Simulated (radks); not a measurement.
Results of a calculation; reference values are marked as such.
Numerical settings for neutral manganese, [Ar] 3d5 4s2. Level of theory: scalar-relativistic Kohn-Sham, LDA (Slater exchange, Perdew-Wang correlation), spin-polarised, spherical densities, point nucleus; open shells are filled with parallel spins first (a radial shooting solver on a logarithmic mesh with Libxc functionals). The defaults (mesh step 0.008 in ln r, mesh end at 40 bohr or more with all orbitals vanishing there, Anderson mixing 0.5 over 9 steps, residual threshold near 1e-9 with the energy settled to 1e-9 hartree or 1e-11 of itself, here a cap of 67 iterations) give E = -1156.3345 hartree and 4s at -4.649 eV in 14 iterations. Times are rough (one thread of a shared host). Changes against that run (0 stands for a change within the tolerance of the run):

setting                     iterations  converged  E (mhartree)  e(4s) (meV)  CPU (s)
mesh step in ln r 0.02              14        yes             0            0     0.05
mesh step in ln r 0.08              14        yes        +0.036     +0.00544     0.02
mesh step in ln r 0.03              14        yes             0            0     0.03
mesh end (bohr) 5                   13        yes          +115    +3.02e+03      0.1
mesh end (bohr) 8                   14        yes         +3.84         +201     0.11
residual threshold 1e-16            67         no             0            0     0.28
residual threshold 1e-13            20        yes             0            0     0.15
mixing 1                            12        yes             0            0      0.1
linear mixing, mixing 0.05          67         no        +0.391         -109     0.46
linear mixing, mixing 0.8           67         no     +1.38e+04    +1.87e+03     0.93
mixing history 20                   19        yes             0            0     0.15
iteration cap 3                      3         no         +2.27         +134     0.04

Settings that end as converged yet miss the energy by more than 1 mhartree: mesh end (bohr) 5 (+0.115 hartree); mesh end (bohr) 8 (+0.00384 hartree). A mesh that ends early acts as a hard wall.
